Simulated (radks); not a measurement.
Task: The table gives one normalised radial function P(r) = r R(r) of Tm+ in [Xe] 4f13 6s1 (r in bohr). Calculated with a radial shooting solver on a logarithmic mesh with Libxc functionals: scalar-relativistic Kohn-Sham, PBE, spin-polarised, spherical densities, finite nucleus; open shells are filled with parallel spins first (spin-orbit coupling, left out, can overturn this in heavy ions); Fermi nuclear charge, rms radius 5.2256 fm.

r	P
0.001821	0.0000
0.002487	0.0000
0.003371	0.0000
0.004568	0.0000
0.006241	0.0000
0.008459	0.0000
0.01146	0.0001
0.01566	0.0003
0.02123	0.0008
0.029	0.0023
0.0393	0.0065
0.05326	0.0176
0.07276	0.0456
0.09861	0.1065
0.1336	0.2258
0.1826	0.4315
0.2474	0.7024
0.338	0.9778
0.4581	1.1260
0.6209	1.0802
0.8483	0.8740
1.15	0.6199
1.571	0.3851
2.129	0.2152
2.885	0.1070
3.941	0.0444
5.341	0.0143
7.239	0.0032
9.889	0.0004

Which n and l does it have? It may be an empty orbital.

Result: n = 4, l = 3: the number of nodes gives n - l - 1 = 0, the rise at small r (about r^(l+1), flatter next to the nucleus through relativity) gives l, and the extent must fit the shell. The curve is that of 4f down; the table hardly tells the two spins apart. 4f down: eigenvalue -9.300 eV, 0 radial nodes, <r> = 0.808 bohr, 90 % of the charge inside 1.42 bohr.
